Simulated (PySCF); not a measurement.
# CsF: everyday levels beside a composite calculation

PySCF; the state is a singlet (closed shell). The composite is CCSD(T) extrapolated to the basis-set limit from two correlation-consistent sets, with core-valence (CV) and scalar-relativistic (SR) terms as its label shows; it has no spin–orbit coupling and nothing beyond (T). Here it is CCSD(T)/CBS(DT)+CV. It gives Re = 2.364 Å, ωe = 349 cm⁻¹ and De = 5.28 eV to Cs + F.

```
      level       basis                           relativity  Re (Å)  ωe (cm⁻¹)  De (eV)
        RHF  def2-TZVPP  scalar-relativistic core potentials   2.413        341     3.12
    RHF-MP2   def2-SVPD  scalar-relativistic core potentials   2.490        318     5.25
   RHF-CCSD  def2-TZVPP  scalar-relativistic core potentials   2.386        347     4.71
RHF-CCSD(T)  def2-TZVPP  scalar-relativistic core potentials   2.381        348     4.81
        PBE   def2-SVPD  scalar-relativistic core potentials   2.461        323     5.25
        PBE   def2-TZVP  scalar-relativistic core potentials   2.390        355     5.27
      TPSSh    def2-SVP  scalar-relativistic core potentials   2.405        371     4.78
    r²SCANh  def2-TZVPP  scalar-relativistic core potentials   2.362        361     5.07
       PBE0   def2-TZVP  scalar-relativistic core potentials   2.381        362     4.94
  CAM-B3LYP   def2-TZVP  scalar-relativistic core potentials   2.397        357     5.13
```

**Question.** Give the difference of each row from the composite.

**Answer.** 

```
      level       basis  ΔRe (pm)  Δωe (%)  ΔDe (eV)
        RHF  def2-TZVPP      +4.9     -2.3     -2.16
    RHF-MP2   def2-SVPD     +12.6     -8.9     -0.03
   RHF-CCSD  def2-TZVPP      +2.2     -0.6     -0.57
RHF-CCSD(T)  def2-TZVPP      +1.7     -0.3     -0.47
        PBE   def2-SVPD      +9.7     -7.4     -0.03
        PBE   def2-TZVP      +2.6     +1.7     -0.01
      TPSSh    def2-SVP      +4.1     +6.3     -0.50
    r²SCANh  def2-TZVPP      -0.2     +3.4     -0.21
       PBE0   def2-TZVP      +1.7     +3.7     -0.34
  CAM-B3LYP   def2-TZVP      +3.3     +2.3     -0.15
```

**Question.** Which rows come closest in De?

**Answer.** PBE in def2-TZVP (-0.01 eV), counted from the composite.

Measured (Huber and Herzberg, Constants of Diatomic Molecules (1979)): Re = 2.345351 Å, ωe = 352.56 cm⁻¹; the composite is off by +18.2 mÅ and -3.6 cm⁻¹.

Correlated steps freeze the inner cores (1 to 24 orbitals); shallow outer-core shells are correlated. Correlated levels converge slowly with the basis: in double zeta they bind strong bonds too weakly, by up to about 1 eV, and carry superposition errors of some tenths. Spin–orbit coupling is left out, which matters for elements this heavy, above all for dissociation energies. Where the molecule has an RHF reference, its open-shell atoms are computed with UHF.
